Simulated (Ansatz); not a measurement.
Calculated with Ansatz (gas phase, PBE0-D4/def2-TZVP geometries, no zero-point term in ΔE). CCSD(T)/CBS adds triple-zeta CCSD(T) − MP2 to the extrapolated MP2 energy (def2 sets, frozen cores). This one scheme is used for every species. DFT in def2-TZVPP. B3LYP here is the variant with VWN-RPA as its local correlation; programs differ in this. One conformer a species, not always the lowest.

`FB(F)S` + `N=CCO` → `OCB(F)S` + `N=CF`  (formal exchange of groups at a B–F bond)

`FB(F)S`:

```xyz
5

F    -0.552   -0.392    1.664
B    -0.342   -0.034    0.414
F    -1.342    0.503   -0.258
S     1.285   -0.293   -0.312
H     0.951    0.215   -1.508
```

`N=CCO`:

Z-matrix (Å, degrees):
```
C
C 1 1.493
O 1 1.390 2 112.2
H 1 1.101 2 108.1 3 122.8
H 1 1.101 2 108.2 3 -122.8
N 2 1.262 1 118.7 3 0.0
H 2 1.096 1 116.8 3 -180.0
H 3 0.971 1 105.3 2 0.0
H 6 1.016 2 112.9 1 180.0
```

`OCB(F)S`:

Cartesian coordinates in Å:
```
O 1.829 -0.025 0.502
C 0.603 0.443 -0.021
B -0.590 -0.572 0.087
F -0.411 -1.684 0.799
S -2.219 -0.341 -0.646
H 1.649 -0.750 1.106
H 0.763 0.713 -1.072
H 0.303 1.382 0.476
H -1.928 0.834 -1.229
```

`N=CF`:

Z-matrix (Å, degrees):
```
C
N 1 1.242
F 1 1.328 2 120.0
H 1 1.092 2 129.8 3 -180.0
H 2 1.016 1 110.6 3 -180.0
```

```csv
level,ΔE (kJ/mol)
revPBE-D4,162.5
B3LYP,171.0
SCS-MP2/def2-TZVPP,180.5
MP2/def2-QZVPP,183.2
```

Task: What does CCSD(T)/CBS give? (Best estimate.)

Result: Ansatz gave: +177.9 kJ/mol. The listed levels differ from it by -15.4, -6.9, 2.6, 5.3 kJ/mol.

Task: What do rigid-rotor, harmonic-oscillator terms from PBE0-D4/def2-TZVP frequencies (298.15 K, 1 bar) make of the CCSD(T)/CBS value? (An estimate is asked.)

Result: Ansatz gave: ΔZPE = -5.2 kJ/mol, ΔH = +175.2 kJ/mol, ΔS = 16 J/(mol·K), ΔG = +170.3 kJ/mol.

Largest T1 diagnostic among the species: 0.013.

At CCSD(T), def2-SVP lies +8.7 kJ/mol from the extrapolated value and def2-TZVPP +0.1 kJ/mol. From BLYP to BHLYP (50 % exact exchange), in def2-TZVPP and without D4, ΔE moves by +14.1 kJ/mol. Leaving LDA and LC-ωPBE aside and taking each functional with its dispersion term where it has one, the values, not all of them listed here, spread over 16.2 kJ/mol, from revPBE-D4 to PBE-QIDH. LDA lies +8.7 kJ/mol from PBE without D4.
